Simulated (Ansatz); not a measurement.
Reaction (substitution at a C–Cl bond): `OC1(Cl)C[SiH2]1` + HI → `OC1(I)C[SiH2]1` + HCl

Computed with Ansatz on PBE0-D4/def2-TZVP structures; ΔE is electronic, products minus reactants. CCSD(T)/CBS adds triple-zeta CCSD(T) − MP2 to the extrapolated MP2 energy (def2 sets, frozen cores). This one scheme is used for every species. DFT in def2-TZVPP. B3LYP here is the variant with VWN-RPA as its local correlation; programs differ in this. def2 core potentials past Kr. For I outer-core shells are correlated without core-valence functions, which leaves a few kJ/mol of doubt a bond. Each species was taken in one conformer, which may not be the lowest.

```
             level  ΔE (kJ/mol)  difference from CCSD(T)/CBS
            PBE-D4        -14.7                          5.1
         r2SCAN-D4        -12.6                          7.2
           PBE0-D4        -12.1                          7.7
          B3LYP-D4        -13.7                          6.1
           ωB97X-V         -6.9                         12.9
           ωB97M-V         -8.6                         11.2
              PBE0         -9.3                         10.5
             B3LYP         -8.4                         11.4
     HF/def2-TZVPP         -0.7                         19.1
    MP2/def2-TZVPP        -23.3                         -3.5
SCS-MP2/def2-TZVPP        -18.9                          0.9
   CCSD/def2-TZVPP        -12.8                          7.0
     HF/def2-QZVPP         -1.1                         18.7
      HF/CBS(def2)         -1.2                         18.6
     MP2/CBS(def2)        -27.3                         -7.5
    CCSD/CBS(def2)        -16.8                          3.0
       CCSD(T)/CBS        -19.8                            0
```

Largest T1 diagnostic among the species: 0.012.

In def2-TZVPP, CCSD(T) changes the Hartree–Fock value by −15.1 kJ/mol (the triples alone add −3.0 kJ/mol) and MP2 by −22.6 kJ/mol. The D4 term adds −5.3 kJ/mol with B3LYP and −2.8 kJ/mol with PBE0; it sums over pairs of atoms, weighted by their polarisabilities, and B3LYP, whose exchange is more repulsive, gets the larger term.

CCSD(T)/CBS has its own doubt, a few kJ/mol and more with outer-core shells, so smaller differences from it don't rank the levels.
